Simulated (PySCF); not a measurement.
From computed data to an observable: refractive index and permittivity of the vapour

KI, SMILES [K][I].

The structure is a stationary point at PBE0-D3(BJ)/def2-TZVPD. The def2 effective core potentials stand for the cores of I; spin–orbit coupling is left out.

PySCF with PBE/def2-TZVPD gives a mean static polarisability of 74.8 bohr³ and a dipole moment of 10.69 D. Take an ideal gas at 298.15 K and 0.1 bar, whether or not the substance is that volatile.

Question: Work out n − 1 in the optical limit and the static ε − 1.

Answer: 
Polarisability volume α' = 74.8 × 0.148185 = 11.08 Å³. Number density N = p/kT = 2.43e-6 Å⁻³.
Dilute limit of Lorentz–Lorenz: n − 1 = 2π N α' = 0.00017.
Orientation term of Debye: μ²/(3kT) = 8.098 Å³ × μ²(D²) = 925.39 Å³.
ε − 1 = 4π N (α' + μ²/3kT) = 0.029. Orientation of the dipole supplies 99 % of the static response; it can't follow optical fields. Vibrational polarisation and dispersion are left out.
